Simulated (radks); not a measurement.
Question: The table gives one normalised radial function P(r) = r R(r) of Dy45+ in [Ar] 3d3 (r in bohr). Calculated with a radial shooting solver on a logarithmic mesh with Libxc functionals: scalar-relativistic Kohn-Sham, PBE, spin-unpolarised, spherical densities, finite nucleus; Fermi nuclear charge, rms radius 5.2218 fm.

| r | P |
|---|---|
| 0.001217 | 0.0000 |
| 0.001547 | 0.0001 |
| 0.001967 | 0.0002 |
| 0.002481 | 0.0003 |
| 0.003154 | 0.0006 |
| 0.004009 | 0.0011 |
| 0.005056 | 0.0020 |
| 0.006428 | 0.0039 |
| 0.008171 | 0.0075 |
| 0.01039 | 0.0144 |
| 0.0131 | 0.0265 |
| 0.01665 | 0.0493 |
| 0.02117 | 0.0903 |
| 0.0267 | 0.1585 |
| 0.03394 | 0.2757 |
| 0.04315 | 0.4624 |
| 0.05441 | 0.7296 |
| 0.06917 | 1.1049 |
| 0.08794 | 1.5574 |
| 0.1109 | 1.9942 |
| 0.141 | 2.3113 |
| 0.1792 | 2.3368 |
| 0.226 | 2.0069 |
| 0.2873 | 1.3883 |
| 0.3653 | 0.7336 |
| 0.4606 | 0.2867 |
| 0.5856 | 0.0707 |
| 0.7444 | 0.0100 |
| 0.9388 | 0.0008 |
| 1.193 | 0.0000 |

Which n and l does it have? It may be an empty orbital.

Answer: n = 3, l = 2: the number of nodes gives n - l - 1 = 0, the rise at small r (about r^(l+1), flatter next to the nucleus through relativity) gives l, and the extent must fit the shell. The curve is that of 3d. 3d: eigenvalue -3644.8 eV, 0 radial nodes, <r> = 0.193 bohr, 90 % of the charge inside 0.295 bohr.
